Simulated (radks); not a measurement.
The gadolinium ion Gd4+, 60 electrons, occupied as [Xe] 4f6.

All-electron calculation, scalar-relativistic Kohn-Sham, PBE, spin-polarised, spherical densities, point nucleus; open shells are filled with parallel spins first (spin-orbit coupling, left out, can overturn this in heavy ions). Program: a radial shooting solver on a logarithmic mesh with Libxc functionals.

Energy parts (hartree):
total: -11268.3812
kinetic: 12101.5023
electron-nucleus: -27388.5910
Hartree: 4266.0466
exchange-correlation: -247.3391

Orbitals (lengths in bohr, moments of r in powers of bohr; r(max) is where P^2 peaks; r(90%) holds 90 % of the orbital's charge):
| orbital | occ. | eigenvalue (hartree) | <r^2> | r(max) | r(90%) | <r> |
|---|---|---|---|---|---|---|
| 1s up | 1 | -1842.992 | 0.0006547 | 0.01392 | 0.0396 | 0.02190 |
| 1s down | 1 | -1842.992 | 0.0006547 | 0.01392 | 0.0396 | 0.02190 |
| 2s up | 1 | -305.7192 | 0.01027 | 0.07900 | 0.144 | 0.09328 |
| 2s down | 1 | -305.7175 | 0.01027 | 0.07900 | 0.144 | 0.09328 |
| 2p up | 3 | -272.2210 | 0.008283 | 0.06395 | 0.134 | 0.08237 |
| 2p down | 3 | -272.2198 | 0.008283 | 0.06395 | 0.134 | 0.08237 |
| 3s up | 1 | -69.16406 | 0.06829 | 0.2243 | 0.358 | 0.2445 |
| 3s down | 1 | -69.07406 | 0.06817 | 0.2242 | 0.358 | 0.2443 |
| 3p up | 3 | -58.78866 | 0.06849 | 0.2201 | 0.364 | 0.2431 |
| 3p down | 3 | -58.69908 | 0.06835 | 0.2200 | 0.363 | 0.2429 |
| 3d up | 5 | -45.08888 | 0.05757 | 0.1802 | 0.345 | 0.2213 |
| 3d down | 5 | -45.02024 | 0.05740 | 0.1800 | 0.344 | 0.2210 |
| 4s up | 1 | -15.37162 | 0.3437 | 0.5153 | 0.792 | 0.5519 |
| 4s down | 1 | -15.16419 | 0.3437 | 0.5151 | 0.792 | 0.5520 |
| 4p up | 3 | -11.94429 | 0.3872 | 0.5376 | 0.848 | 0.5837 |
| 4p down | 3 | -11.73885 | 0.3876 | 0.5374 | 0.848 | 0.5839 |
| 4d up | 5 | -7.20269 | 0.4628 | 0.5578 | 0.948 | 0.6321 |
| 4d down | 5 | -7.00014 | 0.4649 | 0.5576 | 0.950 | 0.6333 |
| 4f up | 6 | -2.04082 | 0.7878 | 0.5587 | 1.32 | 0.7933 |
| 4f down | 0 | -1.85596 | 0.8454 | 0.5610 | 1.38 | 0.8168 |
| 5s up | 1 | -3.38978 | 1.850 | 1.174 | 1.84 | 1.285 |
| 5s down | 1 | -3.29116 | 1.902 | 1.186 | 1.86 | 1.303 |
| 5p up | 3 | -2.49867 | 2.403 | 1.312 | 2.11 | 1.461 |
| 5p down | 3 | -2.42567 | 2.483 | 1.330 | 2.14 | 1.486 |
| 5d up | 0 | -1.38801 | 4.253 | 1.665 | 2.86 | 1.934 |
| 5d down | 0 | -1.35186 | 4.438 | 1.698 | 2.92 | 1.976 |
| 6s up | 0 | -1.18263 | 8.881 | 2.676 | 3.97 | 2.829 |
| 6s down | 0 | -1.16472 | 9.104 | 2.712 | 4.02 | 2.864 |

The highest occupied level is 4f up at -55.533 eV. Summed over all electrons, <r^2> = 31.98 bohr^2, which gives a Langevin (diamagnetic) susceptibility term of -25.3 x 10^-6 cm^3/mol. The density falls to 0.001 e/bohr^3 at r = 3.09 bohr.
